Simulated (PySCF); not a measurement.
[PySCF 2.14.0 with density-fitted response routines: GFN2-xTB structure; shielding tensors at PBE0/pcSseg-1 (GIAO); no solvent model; one averaged value for each set of equivalent atoms; single conformer; relativity neglected]

References, each an isolated molecule treated in the same way: $^{1}$H (31.72 ppm) and $^{13}$C (186.93 ppm) vs TMS. Shifts are as computed. Against solution values, carbons near 30 ppm lie about +3 ppm off and those near 130 ppm about +5 ppm; carbons on Cl a further +6 ppm. Of 1211 compounds with measured shifts, 218 miss one by over three times the rms of a fit or turn the order of signals round; such compounds aren't used in these exercises. Carbons bonded to Cl come out too deshielded. OH and NH positions are gas-phase values without hydrogen bonding to other molecules.

(1) Order these molecules by the shift of their most shielded carbon, lowest δ first.
A. Nc1ccccc1Cl
B. COc1cc(Cl)cc(C)p1
C. [SiH3][SiH2]C1CCC1
D. C#C[C@@H]1C(=O)[SiH2][C@@H]1[SiH3]

(2) Order these molecules by the shift of their most deshielded carbon, lowest δ first.
A. Nc1ccccc1Cl
B. [SiH3][SiH2]C1CCC1
C. COc1cc(Cl)cc(C)p1
D. C#C[C@@H]1C(=O)[SiH2][C@@H]1[SiH3]

(3) How many $^{13}$C and $^{1}$H signals does each give (equivalence by symmetry and fast rotation, but not about amide C–N or C=N bonds)? `Nc1ccccc1Cl`, `[SiH3][SiH2]C1CCC1`, `COc1cc(Cl)cc(C)p1`, `C#C[C@@H]1C(=O)[SiH2][C@@H]1[SiH3]`

## Answers

(1) D (1.6 ppm, sp3 CH bonded to 2 Si), C (16.1 ppm, sp3 CH bonded to Si), B (27.5 ppm, methyl carbon on an aromatic ring), A (117.5 ppm, aromatic CH).

(2) B (25.5 ppm, sp3 CH2 in a ring), A (148.3 ppm, aromatic carbon bearing nitrogen), C (205.1 ppm, aromatic carbon bearing oxygen), D (232.9 ppm, carbonyl carbon).

(3) Nc1ccccc1Cl: 6 C, 5 H; [SiH3][SiH2]C1CCC1: 3 C, 7 H; COc1cc(Cl)cc(C)p1: 7 C, 4 H; C#C[C@@H]1C(=O)[SiH2][C@@H]1[SiH3]: 5 C, 6 H.
